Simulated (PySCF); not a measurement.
Species: C2H13BGe2O2Si.
InChI=1S/C2H13BGe2O2Si/c1-6-3(7-2)4-5-8/h4-5H2,1-2,8H3

Theory: TDDFT wB97X-D/def2-SVPD, vertical, gas phase, core orbitals frozen in the response (PySCF). Geometry: PBE0-D3(BJ)/def2-SVP, one conformer, isolated molecule. The wB97X-D/def2-SVPD calculation is non-relativistic and has no spin–orbit coupling, an omission that weighs most on germanium. Torsions of this conformer, `[CH3:1][O:2][B:3]([O:4][CH3:5])[GeH2:6][GeH2:7][SiH3:8]`: C1–O2–B3–O4 179°, O2–B3–O4–C5 0°, O2–B3–Ge6–Ge7 -179°, B3–Ge6–Ge7–Si8 3°.

Orbital energies (eV): HOMO-3 -10.54, HOMO-2 -10.42, HOMO-1 -9.57, HOMO -9.15, LUMO 1.47, LUMO+1 1.52, LUMO+2 1.74.

Computed singlets:

```json
{"state": "S1", "E (eV)": "6.14", "f": "0.0003"}
{"state": "S2", "E (eV)": "6.73", "f": "0.0052"}
{"state": "S3", "E (eV)": "6.85", "f": "0.170"}
{"state": "S4", "E (eV)": "6.97", "f": "0.353"}
{"state": "S5", "E (eV)": "7.16", "f": "0.090"}
{"state": "S6", "E (eV)": "7.29", "f": "0.0021"}
{"state": "S7", "E (eV)": "7.38", "f": "0.139"}
{"state": "S8", "E (eV)": "7.41", "f": "0.0077"}
{"state": "S9", "E (eV)": "7.58", "f": "0.100"}
{"state": "S10", "E (eV)": "7.60", "f": "0.076"}
```

Assign a leading configuration to S1, S2 and S5 and set E beside the orbital difference Δε.

```json
{"state": "S1", "leading configuration": "HOMO→LUMO", "weight": "0.77", "Δε (eV)": "10.62", "E (eV)": "6.14", "E − Δε (eV)": "-4.48", "f": "0.0003", "other configurations": "H-1→L (15%)"}
{"state": "S2", "leading configuration": "HOMO-1→LUMO", "weight": "0.64", "Δε (eV)": "11.04", "E (eV)": "6.73", "E − Δε (eV)": "-4.31", "f": "0.0052", "other configurations": "H→L (13%)"}
{"state": "S5", "leading configuration": "HOMO-1→LUMO+1", "weight": "0.66", "Δε (eV)": "11.09", "E (eV)": "7.16", "E − Δε (eV)": "-3.93", "f": "0.090", "other configurations": "H→L+3 (9%)"}
```

E − Δε runs from -4.48 to -3.93 eV. Among themselves, these states come in the order of their orbital differences.

H and L stand for HOMO and LUMO. The other states: S3 6.85 eV, f 0.170, H→L+1 (51%), H→L+2 (19%), H→L+4 (15%); S4 6.97 eV, f 0.353, H→L+2 (70%), H→L+1 (20%); S6 7.29 eV, f 0.0021, H→L+3 (51%), H-1→L+2 (26%); S7 7.38 eV, f 0.139, H-1→L+2 (53%), H→L+3 (19%); S8 7.41 eV, f 0.0077, H→L+5 (69%), H-2→L (13%); S9 7.58 eV, f 0.100, H-1→L+3 (24%), H-2→L (18%); S10 7.60 eV, f 0.076, H-2→L (25%), H-1→L+3 (19%), H-1→L+5 (10%).

Triplets, Tamm–Dancoff:

```json
{"state": "T1", "E (eV)": "5.61", "λ (nm)": "221.1", "main configurations (H = HOMO, L = LUMO)": "H-1→L (43%), H→L (37%)"}
{"state": "T2", "E (eV)": "6.05", "λ (nm)": "204.8", "main configurations (H = HOMO, L = LUMO)": "H→L+1 (60%), H→L+4 (11%), H→L+2 (9%)"}
{"state": "T3", "E (eV)": "6.08", "λ (nm)": "203.9", "main configurations (H = HOMO, L = LUMO)": "H→L (42%), H-1→L (21%), H→L+5 (13%)"}
{"state": "T4", "E (eV)": "6.49", "λ (nm)": "191.1", "main configurations (H = HOMO, L = LUMO)": "H→L+2 (42%), H→L+4 (15%), H→L+3 (15%)"}
```

Summed over the main configurations (up to three a state, each over 8%) of all 10 singlets, the electron leaves HOMO with weight 4.11, HOMO-1 with weight 2.77 and HOMO-2 with weight 0.56.

The vertical ionisation energy (ΔSCF) is 9.18 eV, 1.59 eV above S10.
